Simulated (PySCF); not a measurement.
**Computed structure and properties of [La(H2O)2]3+**

System: [La(H2O)2]3+ (singlet); start: displaced along the imaginary mode (C1). Method: PySCF 2.14.0, RKS PBE0, La lcecp-1-SVP with ECP46, O def2-SVP, H def2-SVP; non-relativistic Hamiltonian with scalar-relativistic core potentials where named; density fitting; no spin-orbit coupling.

Input of the relaxation:

```python
mol = gto.M(atom='''
La    -0.04883    -0.00747    -0.00000
O      0.18155     0.02770     2.40303
H      0.78442     0.57309     2.97266
H     -0.30348    -0.51481     3.07861
O      0.18157     0.02784    -2.40303
H      0.78681    -0.49918    -2.98671
H     -0.30109     0.58873    -3.06456''',
    basis={'La': 'lcecp-1-SVP', 'O': 'def2-SVP', 'H': 'def2-SVP'},
    ecp={'La': 'lcecp-1-SVP'},
    charge=3, spin=0)
mf = dft.RKS(mol, xc='PBE0')
mf.grids.atom_grid = (50, 194)  # f atoms: unpruned, at least (60, 302)
mf = mf.density_fit()  # fitting sets: La AutoAux, O def2-universal-JKFIT, H def2-universal-JKFIT
mf.conv_tol = 1e-08; mf.max_cycle = 55
mf.kernel(dm0)  # dm0: converged density of the start geometry
# quasi-Newton relaxation in Cartesian coordinates to a largest gradient under 0.00045 Eh/bohr, steps kept in the point group
```

Run from Python with OMP_NUM_THREADS=2; the lines above give its settings. Where DIIS fails, smearing, a level shift and second-order steps follow.
It took 57 s on 2 threads of AMD EPYC 9R45 96-Core Processor (Zen 5) (shared host), from the converged density of the start.

Course of the relaxation:

| step | energy above end (eV) | largest force component within the symmetry (eV/Å) |
| --- | --- | --- |
| 0 | 0.1844 | 0.112 |
| 1 | 0.1820 | 0.062 |
| 2 | 0.1799 | 0.187 |
| 3 | 0.1765 | 0.154 |
| 4 | 0.1723 | 0.148 |
| 5 | 0.1662 | 0.177 |
| 6 | 0.1574 | 0.206 |
| 7 | 0.1449 | 0.328 |
| 31 | 0.0005 | 0.031 |
| 32 | 0.0004 | 0.048 |
| 33 | 0.0002 | 0.028 |
| 34 | 0.0001 | 0.014 |
| 35 | 0.0000 | 0.014 |
| 36 | 0.0000 | 0.017 |
(The steps between are left out.)

Relaxed geometry (C1):

```xyz
7

La   -1.1347   -0.3012   -0.0108
O     0.1728   -0.0247    1.9391
H     1.0931    0.3289    2.0306
H    -0.0756   -0.2272    2.8773
O     0.1863    0.0795   -1.9359
H     1.0412   -0.3439   -2.2023
H    -0.0022    0.6844   -2.6979
```

```csv
contact,Å
La1–O2 (H2O),2.364
La1–O5 (H2O),2.366
```

On the finer grid (75, 302):

The HOMO is -25.78 eV, the LUMO is -18.09 eV and the dipole about the centre of mass is 2.41 D. The set of Mulliken populations of La1 outside the core potential is s 2.06, p 6.08, d 0.51, f 0.04 and the D3(BJ) dispersion energy (not in the energies) is -0.102 eV.

```tsv
atom	Mulliken (e)	Löwdin (e)	spin (e)
La1	2.32	2.14	0.00
O2	-0.34	0.00	0.00
H3	0.34	0.21	0.00
H4	0.34	0.22	0.00
O5	-0.34	0.00	0.00
H6	0.34	0.21	0.00
H7	0.34	0.22	0.00
```

The large-core potential holds the 4f shell empty.

On the grid (50, 194), as all that follows. Harmonic modes: 1 unstable but soft, so probably a saddle point, though modes this soft are near the noise (counted below −25 cm⁻¹); lowest -27 cm⁻¹ (negative: unstable), highest 3573 cm⁻¹, zero-point energy 1.318 eV.

Taking off one H2O (charge 0, singlet; the rest: singlet) in vacuum, both parts rigid, costs 3.86 eV; the small basis without counterpoise inflates it. Parting with an electron moved from the ligand to the metal can be far cheaper, even downhill.

Rigid scan of H2O along the line from its metal:

```json
{"distance to O2 (Å)": "2.06", "energy (eV)": "0.670"}
{"distance to O2 (Å)": "2.16", "energy (eV)": "0.256"}
{"distance to O2 (Å)": "2.26", "energy (eV)": "0.055"}
{"distance to O2 (Å)": "2.36", "energy (eV)": "0.000"}
{"distance to O2 (Å)": "2.46", "energy (eV)": "0.043"}
{"distance to O2 (Å)": "2.56", "energy (eV)": "0.149"}
{"distance to O2 (Å)": "2.76", "energy (eV)": "0.464"}
```

One start shape was tried, so this needn't be the lowest isomer.
